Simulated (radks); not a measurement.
Values are calculated unless marked as measured or tabulated.
Species: the fluorine ion F5+. Configuration: [He] 2s2. Code: a radial shooting solver on a logarithmic mesh with Libxc functionals. Model: non-relativistic Kohn-Sham, r2SCAN, spin-polarised, spherical densities, point nucleus; meta-GGA in the generalised Kohn-Sham scheme.

Unscreened Slater integrals over Kohn-Sham orbitals (cm^-1). They are taken over the spin-up orbitals.

F0(2s,2s): 245580
F0(2s,1s): 343060
G0(2s,1s): 30462
F0(1s,1s): 1179600
